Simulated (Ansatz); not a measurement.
Basis-set extrapolation for `FC(F)(F)COBCl` (PBE0-D4/def2-TZVP geometry, frozen core, Ansatz). Multiplicity 1, RHF reference.

|  | def2-TZVPP | def2-QZVPP |
| --- | --- | --- |
| HF | -935.164532 | -935.198039 |
| MP2 correlation | -1.580417 | -1.718953 |
| CCSD(T) correlation | -1.673471 | not run |

Energies in hartree. Use E(X) = E(∞) + A·exp(−7.88·√X) for Hartree–Fock and E(X) = E(∞) + B·X^(−2.97) for correlation, with X = 3 and 4, and add CCSD(T) minus MP2 of the smaller set to the MP2 limit.

Problem. What is the CCSD(T) energy at the basis-set limit?

Solution. HF limit: -935.198039 + (-0.033507) × 0.13774 = -935.20265. MP2 limit: -1.718953 + (-0.138536) × 0.74074 = -1.82157. Higher-order term: -1.673471 − (-1.580417) = -0.09305. Total: -937.11727 hartree, 733.2 kJ/mol below CCSD(T)/def2-TZVPP.
